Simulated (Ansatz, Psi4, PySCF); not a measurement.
C₃H₉BeNO (SMILES C[O][Be][N](C)C), singlet, geometry from GFN2-xTB (such geometries of metal compounds can be far from the true shape), atoms displaced at random by about 0.08 Å a coordinate. Base run: PBE/STO-3G, gradient run with PySCF.

Here is a job for PySCF.
```python
from pyscf import gto, scf, dft

mol = gto.Mole()
mol.atom = '''
    Be    0.17755614    0.05007390   -0.33189411
    O     0.58454760   -0.46424840   -1.75940864
    C     0.97344419   -0.56129581   -2.82656823
    H     0.70578065    0.02026646   -3.54258252
    H     1.89969599   -0.55099656   -2.85998261
    H     0.76320976   -1.82230075   -3.18437984
    N    -0.33538643    0.23162085    1.06450336
    C    -1.15798853    1.39038225    1.27619007
    C    -0.16643517   -0.49757140    2.09775140
    H    -2.12039271    1.16739205    1.90852313
    H    -0.57759708    2.13968634    2.23729041
    H    -1.22665898    1.96767338    0.50612202
    H     0.42575246   -0.00593920    3.13793090
    H    -1.26447270   -0.96486393    2.68448917
    H     0.36471914   -1.40425883    1.92661171
'''
mol.basis = 'sto-3g'
mol.verbose = 4
mol.build()

mf = dft.RKS(mol)
mf.xc = 'pbe'
mf.kernel()
g = mf.nuc_grad_method()
grad = g.kernel()
```

Programs used: Ansatz (a first-principles code), Psi4, PySCF; a row that names a program was run with it.

The coordinate followed is x of atom 7.

The base run was repeated with changes; each row names its change, and settings that it needs were set with it.

```tsv
change	dE/dx (Eh/bohr)	net force (Eh/bohr)
base	0.023051	0.000115
grid_response = on	0.023008	0.000000
density fitting = on	0.023053	0.000115
grids.level = 5; grid_response = off	0.022987	0.000006
grids.level = 5; grid_response = on	0.022989	0.000000
grids.level = 0; grid_response = on	0.029031	0.000000
conv_tol = 1e-11	0.023051	0.000115
code = ansatz	0.022993	0.000000
density fitting = on; auxbasis_response = off	0.023055	0.002307
grids.level = 0; grid_response = off	0.022970	0.007523
conv_tol = 1e-6	0.023010	0.000115
code = psi4	0.023001	0.000034
```

The net force is zero for an exact gradient.
